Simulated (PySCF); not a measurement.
A GIAO shielding run with PySCF 2.14.0 with density-fitted response routines (density fitting, non-relativistic, gas phase) on SMILES N#C/C(F)=C1C=C\1F, C5HF2N:

```
$ OMP_NUM_THREADS=1 python probes_run.py task.json out

{"job": {"kind": "nmr", "xc": "PBE0", "basis": "pcSseg-1"}, "charge": 0, "multiplicity": 1}
N      3.096365     0.547956     0.426917
C      2.115011    -0.016038     0.244751
C      0.903019    -0.701369     0.021830
F      0.999308    -2.045500    -0.177934
C     -0.281394    -0.108388    -0.000481
C     -1.137323     1.075622     0.102149
C     -1.709658    -0.092151    -0.133944
F     -2.791043    -0.778979    -0.341578
H     -1.180723     2.124842     0.260348
```

Hardware: 1 thread of an Arm Neoverse V2, shared host. The job also computes population analyses, field gradients, ring-centre shieldings.

Problem. How large is the calculation?

Solution. 56 electrons, 141 basis functions and 723 auxiliary functions.

Problem. How long does it take, and how much memory does it need?

Solution. 13 s of wall time, with 15 SCF cycles and 5 response iterations; peak memory 0.67 GiB. Times on a shared host scatter by some tens of per cent.
